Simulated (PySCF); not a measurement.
Compound: C5H14OSi2.
Atom-mapped SMILES: `[CH3:1][CH:2]([CH3:3])[O:4][CH:5]1[SiH2:6][CH2:7][SiH2:8]1` (hydrogens: H9, H10, H11 on C1; H12 on C2; H13, H14, H15 on C3; H16 on C5; H17, H18 on Si6; H19, H20 on C7; H21, H22 on Si8)

The same species was optimised twice, with GFN2-xTB and with PBE0-D3(BJ)/def2-SVP (PySCF), and the same property calculations (PySCF, gas phase) were run on both structures.

```csv
coordinate,GFN2-xTB,PBE0-D3(BJ)/def2-SVP,change
O4–C5 (Å),1.425,1.391,-0.034
C5–Si8 (Å),1.931,1.910,-0.021
C7–Si8 (Å),1.922,1.902,-0.020
Si6–C7 (Å),1.919,1.903,-0.016
C2–C3 (Å),1.526,1.514,-0.012
C1–C2 (Å),1.532,1.521,-0.011
C5–Si6 (Å),1.939,1.930,-0.009
C2–O4 (Å),1.414,1.412,-0.002
O4–C5–Si6 (°),115.1,124.0,+8.9
O4–C5–Si8 (°),110.6,118.9,+8.3
Si6–C5–Si8 (°),92.3,86.8,-5.5
Si6–C7–Si8 (°),93.2,87.8,-5.4
C1–C2–C3 (°),110.8,112.6,+1.8
C5–Si8–C7 (°),87.2,88.9,+1.7
C5–Si6–C7 (°),87.1,88.3,+1.2
C3–C2–O4 (°),107.3,106.7,-0.6
C1–C2–O4–C5 (°),84,71,-13
C2–O4–C5–Si6 (°),74,59,-15
```

Rotational constants: A = 2460, B = 801.3, C = 717.1 MHz (GFN2-xTB) against A = 2638, B = 783.6, C = 710.6 MHz (PBE0-D3(BJ)/def2-SVP). Point groups within 0.08 Å: C1 and C1.

On the GFN2-xTB structure: HOMO (eV) -6.69 [PBE0/pcSseg-1]; LUMO (eV) -0.10 [PBE0/pcSseg-1]; dipole (D) 0.92 [PBE0/pcSseg-1]; GIAO shielding of C1/C3 (mean) (ppm) 163.5 [PBE0/pcSseg-1]; GIAO shielding of C2 (ppm) 108.3 [PBE0/pcSseg-1]; GIAO shielding of O4 (ppm) 276.6 [PBE0/pcSseg-1]; GIAO shielding of C5 (ppm) 116.3 [PBE0/pcSseg-1]; GIAO shielding of Si6/Si8 (mean) (ppm) 378.3 [PBE0/pcSseg-1]; GIAO shielding of C7 (ppm) 198.0 [PBE0/pcSseg-1].

Q: What do these properties become on the PBE0-D3(BJ)/def2-SVP structure?

A: 
```tsv
property	level	on GFN2-xTB	on PBE0-D3(BJ)/def2-SVP	change
HOMO (eV)	PBE0/pcSseg-1	-6.69	-6.95	-0.26
LUMO (eV)	PBE0/pcSseg-1	-0.10	0.06	+0.16
dipole (D)	PBE0/pcSseg-1	0.92	1.26	+0.34
energy, GFN2-xTB geometry as zero (kcal/mol)	PBE0/pcSseg-1	0.0	-4.3	-4.3
GIAO shielding of C1/C3 (mean) (ppm)	PBE0/pcSseg-1	163.5	162.4	-1.1
GIAO shielding of C2 (ppm)	PBE0/pcSseg-1	108.3	108.4	+0.1
GIAO shielding of O4 (ppm)	PBE0/pcSseg-1	276.6	273.7	-2.9
GIAO shielding of C5 (ppm)	PBE0/pcSseg-1	116.3	125.0	+8.7
GIAO shielding of Si6/Si8 (mean) (ppm)	PBE0/pcSseg-1	378.3	384.8	+6.5
GIAO shielding of C7 (ppm)	PBE0/pcSseg-1	198.0	202.2	+4.2
```

The heavy atoms differ by 0.343 Å rms after alignment. Among bonds between heavy atoms O4–C5 changes most (-0.034 Å). Changes are differences of the printed values. Neither structure is proved a minimum here.

The values belong to the conformer `[CH3:1][CH:2]([CH3:3])[O:4][CH:5]1[SiH2:6][CH2:7][SiH2:8]1`: C1–C2–O4–C5 71°, C2–O4–C5–Si6 59°.
